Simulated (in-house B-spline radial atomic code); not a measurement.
Checks on a self-consistent run for neutral nitrogen, [He] 2s1 2p3 5d1. Level of theory: Dirac-Hartree-Fock, average of configuration, Fermi nucleus of rms radius 2.5582 fm; calculated with a B-spline radial code for spherical atoms.

```
orbital    q     ε (Eh)      <1/r>      <r²>  small-component weight
  1s1/2    2  -16.25852    6.65794  0.070368              0.00058935
  2s1/2    1   -1.51503    1.15722   1.82813              6.9294e-05
  2p1/2    1   -0.98501    1.03919   2.03619              5.8242e-05
  2p3/2    2   -0.98417    1.03817   2.03904               5.818e-05
  5d3/2  0.4   -0.02014  0.0407695   1328.12              5.5427e-07
  5d5/2  0.6   -0.02014  0.0407698   1328.11              5.5428e-07
```

Electron-electron repulsion V_ee = 16.4445 hartree.

What total energy follows from the eigenvalues?

The eigenvalues count the repulsion twice, so E = Σqε - V_ee = -37.006 - 16.444 = -53.450 hartree; the run printed -53.450.

Does the Dirac virial theorem hold?

For a point nucleus E = -2c²Σq·w, with w the small-component weight. Here Σq·w = 0.0014231 and c = 137.0360, so the ratio E/(-2c²Σq·w) is 1.000000.

What diamagnetic shielding (Lamb formula) and susceptibility (Langevin formula) do the radii give?

σ = (α²/3)Σq<1/r> = 17.6294/(3·137.036²) = 312.93 ppm, and χ = -0.79199×10⁻⁶·Σq<r²> = -1058×10⁻⁶ cm³/mol with Σq<r²> = 1336.2 bohr². Both are non-relativistic formulas without the paramagnetism of open shells.
